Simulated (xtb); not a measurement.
C₄H₇O₂S (SMILES O=S1(=O)C[CH]CC1), doublet, from a rough starting geometry; GFN2-xTB run with xtb.

The xtb input:
```
$ xtb mol.xyz --gfn 2 --uhf 1 --opt vtight --json

# file mol.xyz
14

O      0.21716075     2.13426816     1.23033888
S      0.11832329     1.35563521     0.01536382
O      0.12693654     2.12393691    -1.22276410
C      1.43044626     0.05388702    -0.03122286
C      0.69951507    -1.10568270    -0.29828080
C     -0.62781006    -1.11176174     0.32304780
C     -1.31382893     0.21750230    -0.01103169
H      2.23317302     0.28136272    -0.74162331
H      1.78593322     0.13741952     1.02638068
H      0.83732622    -1.60943129    -1.29228812
H     -0.55225769    -1.21902276     1.41079941
H     -1.21850400    -1.95348280     0.01325678
H     -1.80386446     0.24642845    -0.93503489
H     -2.00973822     0.53065950     0.74513932
```

It wrote (shortened):

```
   ID    Z sym.   atoms
    1    8 O      1, 3
    2   16 S      2
    3    6 C      4-7
    4    1 H      8-14

           -------------------------------------------------
          |                Calculation Setup                |
           -------------------------------------------------

           -------------------------------------------------
          |                 G F N 2 - x T B                 |
           -------------------------------------------------

          ...................................................
          :                      SETUP                      :
          :.................................................:
          :  # basis functions                  41          :
          :  # atomic orbitals                  40          :
          :  # shells                           22          :
          :  # electrons                        41          :
          :  max. iterations                   250          :
          :  Hamiltonian                  GFN2-xTB          :
          :  restarted?                      false          :
          :  GBSA solvation                  false          :
          :  PC potential                    false          :
          :  electronic temp.          300.0000000     K    :
          :  accuracy                    1.0000000          :
          :  -> integral cutoff          0.2500000E+02      :
          :  -> integral neglect         0.1000000E-07      :
          :  -> SCF convergence          0.1000000E-05 Eh   :
          :  -> wf. convergence          0.1000000E-03 e    :
          :  Broyden damping             0.4000000          :
          :  net charge                          0          :
          :  unpaired electrons                  1          :
          ...................................................

 iter      E             dE          RMSdq      gap      omega  full diag
   1    -23.6197866 -0.236198E+02  0.568E+00    5.46       0.0  T
   2    -23.6499083 -0.301217E-01  0.350E+00    5.46       1.0  T
   3    -23.6510612 -0.115294E-02  0.128E+00    5.21       1.0  T
   4    -23.6540743 -0.301305E-02  0.456E-01    5.25       1.0  T
   5    -23.6542212 -0.146887E-03  0.172E-01    5.24       1.0  T
   6    -23.6542681 -0.469436E-04  0.814E-02    5.25       1.0  T
   7    -23.6542810 -0.129108E-04  0.337E-02    5.25       1.0  T
   8    -23.6542835 -0.245382E-05  0.114E-02    5.24       2.3  T
   9    -23.6542837 -0.216227E-06  0.480E-03    5.24       5.6  T
  10    -23.6542837 -0.179977E-07  0.134E-03    5.24      19.9  T
  11    -23.6542837 -0.551479E-08  0.512E-04    5.24      52.2  T
  12    -23.6542837 -0.541196E-09  0.166E-04    5.24     160.6  T

   *** convergence criteria satisfied after 12 iterations ***

         :::::::::::::::::::::::::::::::::::::::::::::::::::::
         ::                     SUMMARY                     ::
         :::::::::::::::::::::::::::::::::::::::::::::::::::::
         :: total energy             -23.415680815849 Eh    ::
         :: gradient norm              0.099283155353 Eh/a0 ::
         :: HOMO-LUMO gap              5.242097365500 eV    ::
         ::.................................................::
         :: SCC energy               -23.654265948422 Eh    ::
         :: -> isotropic ES            0.062752692773 Eh    ::
         :: -> anisotropic ES         -0.003624827723 Eh    ::
         :: -> anisotropic XC          0.006120158301 Eh    ::
         :: -> dispersion             -0.010990883857 Eh    ::
         :: repulsion energy           0.238585132573 Eh    ::
         :: add. restraining           0.000000000000 Eh    ::
         :: total charge               0.000000000000 e     ::
         :::::::::::::::::::::::::::::::::::::::::::::::::::::

      -----------------------------------------------------------
     |                   =====================                   |
     |                        A N C O P T                        |
[...]
 * total energy  :   -23.4238894 Eh     change       -0.1864956E-04 Eh
 * total energy  :   -23.4239018 Eh     change       -0.1238616E-04 Eh
 * total energy  :   -23.4239061 Eh     change       -0.4300439E-05 Eh
 * total energy  :   -23.4239085 Eh     change       -0.2392188E-05 Eh
 * total energy  :   -23.4239105 Eh     change       -0.1982758E-05 Eh
 * total energy  :   -23.4239113 Eh     change       -0.8306762E-06 Eh
 * total energy  :   -23.4239120 Eh     change       -0.6110099E-06 Eh
 * total energy  :   -23.4239126 Eh     change       -0.6228688E-06 Eh
 * total energy  :   -23.4239131 Eh     change       -0.4754893E-06 Eh
 * total energy  :   -23.4239133 Eh     change       -0.2513026E-06 Eh
 * total energy  :   -23.4239134 Eh     change       -0.1221155E-06 Eh
 * total energy  :   -23.4239135 Eh     change       -0.6585541E-07 Eh
   *** GEOMETRY OPTIMIZATION CONVERGED AFTER 17 ITERATIONS ***
         :: total energy             -23.423913490632 Eh    ::
[...]
        28                          0.1122908               3.0556
        29                          0.1280872               3.4854
        30                          0.1302337               3.5438
        31                          0.1524465               4.1483
        32                          0.1638288               4.4580
       ...                                ...                  ...
        40                          1.2084538              32.8837
      -------------------------------------------------------------
                  HL-Gap            0.1809142 Eh            4.9229 eV
             Fermi-level           -0.3162608 Eh           -8.6059 eV

     #   Z          covCN         q      C6AA      α(0)
     1   8 O        0.860    -0.531    24.487     6.635
     2  16 S        3.897     0.978   107.279    17.432
     3   8 O        0.860    -0.530    24.469     6.632
     4   6 C        3.797    -0.129    22.979     6.826
     5   6 C        3.056    -0.082    29.995     8.982
     6   6 C        3.903    -0.070    21.774     6.633
     7   6 C        3.803    -0.138    23.146     6.849
     8   1 H        0.925     0.078     2.000     2.212
     9   1 H        0.925     0.085     1.930     2.173
    10   1 H        0.926     0.055     2.255     2.348
    11   1 H        0.924     0.064     2.150     2.293
    12   1 H        0.925     0.066     2.127     2.280
    13   1 H        0.925     0.076     2.022     2.223
    14   1 H        0.925     0.078     2.003     2.213

 Mol. C6AA /au·bohr⁶  :       2487.314527
 Mol. C8AA /au·bohr⁸  :      66113.577430
 Mol. α(0) /au        :         75.731675

Wiberg/Mayer (AO) data.
largest (>0.10) Wiberg bond orders for each atom

 ---------------------------------------------------------------------------
     #   Z sym  total        # sym  WBO       # sym  WBO       # sym  WBO
 ---------------------------------------------------------------------------
     1   8 O    1.982 --     2 S    1.661     3 O    0.118
     2  16 S    4.813 --     3 O    1.665     1 O    1.661     7 C    0.738
                             4 C    0.637
     3   8 O    1.984 --     2 S    1.665     1 O    0.118
     4   6 C    3.985 --     5 C    1.191     8 H    0.970     9 H    0.944
                             2 S    0.637
     5   6 C    3.454 --     4 C    1.191     6 C    1.047    10 H    0.973
     6   6 C    3.992 --     5 C    1.047     7 C    0.983    12 H    0.970
                            11 H    0.959
     7   6 C    3.978 --     6 C    0.983    13 H    0.975    14 H    0.973
                             2 S    0.738
     8   1 H    0.994 --     4 C    0.970
     9   1 H    0.992 --     4 C    0.944
    10   1 H    0.997 --     5 C    0.973
    11   1 H    0.996 --     6 C    0.959
    12   1 H    0.996 --     6 C    0.970
    13   1 H    0.994 --     7 C    0.975
    14   1 H    0.994 --     7 C    0.973
 ---------------------------------------------------------------------------

Topologies differ in total number of bonds
Writing topology from bond orders to xtbtopo.mol

molecular dipole:
                 x           y           z       tot (Debye)
 q only:       -0.159      -1.842       0.149
   full:       -0.231      -1.872       0.119       4.804
molecular quadrupole (traceless):
                xx          xy          yy          xz          yz          zz
 q only:        9.535      -0.151      -8.671      -0.273       0.127      -0.864
  q+dip:       10.764       0.432     -11.263      -0.494       0.854       0.499
   full:       11.248       0.116     -10.700      -0.374       0.431      -0.547

optimized geometry written to: xtbopt.xyz

           -------------------------------------------------
          | TOTAL ENERGY              -23.423913490632 Eh   |
          | GRADIENT NORM               0.000042211273 Eh/α |
          | HOMO-LUMO GAP               4.922925475875 eV   |
           -------------------------------------------------

normal termination of xtb
```
